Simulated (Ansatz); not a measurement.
C₂H₂N, doublet, at a GFN2-xTB geometry; B3LYP/STO-3G (Ansatz, a quantum-chemistry and plane-wave program).

Here is a job for Ansatz.
Ansatz 0.2 input:
```yaml
crystal:
  periodic: [false, false, false]
  atoms:
    - {symbol: C, position_ang: [0.00333613, -0.16861170, -1.16204150]}
    - {symbol: C, position_ang: [-0.00051194, 0.02587429, 0.17832093]}
    - {symbol: N, position_ang: [-0.00381510, 0.19281948, 1.32887713]}
    - {symbol: H, position_ang: [0.93232340, -0.24906440, -1.69689616]}
    - {symbol: H, position_ang: [-0.92256280, -0.24424744, -1.70292033]}
basis:
  gaussian:
    orbitals: STO-3G
hamiltonian:
  xc: b3lyp
magnetization: {spin_polarized: true, initial_magnetization: 1}
```

What does Ansatz print? Leave out banner, timings and long lists.


```
Functional definition: B3LYP
231 factors; integrals over basis functions are off by at most 4.3e-5 eV
mean field evaluation 1: about -3545.9127 eV, gradient 2.0e1 eV
mean field evaluation 2: about -3536.7965 eV, gradient 4.5e1 eV
mean field evaluation 4: about -3548.1637 eV, gradient 3.9e-1 eV
mean field evaluation 8: about -3548.1063 eV, gradient 3.1e-2 eV
mean field evaluation 16: about -3548.1063 eV, gradient 2.7e-5 eV
mean field -3548.10631092 eV, -130.3905019335 hartree, gradient 2.7e-5 eV, S^2 0.771268; 0 other end points of the search recorded, 0 dependent functions left out
reference -3548.10643348 eV, -130.3905064374 hartree; 11, 10 occupied and 6, 7 virtual orbitals, 231 factors
Total energy: -3548.10643348 eV, -130.3905064374 hartree
```
